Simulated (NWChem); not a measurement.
System: SiH, doublet; SMILES [SiH]

Computed with NWChem. Spin-unrestricted. The state is orbitally degenerate and is run as one real component. Structure relaxed at the B3LYP/6-31G* (spherical d), spin-unrestricted level. No stability test was run on the SCF state. Level: PBE0/def2-SVP with SMD (1 M gas to 1 M solution), gas-phase geometry. Reactions with the solvent are ignored.

Task: What does the run give for solvent acetone? Quantities: solvation free energy (kcal/mol); cavity-dispersion-structure term (kcal/mol); dipole in solution (D).

Result: 
```json
{
  "solvation free energy (kcal/mol)": "-2.2",
  "cavity-dispersion-structure term (kcal/mol)": "-0.7",
  "dipole in solution (D)": "0.27"
}
```
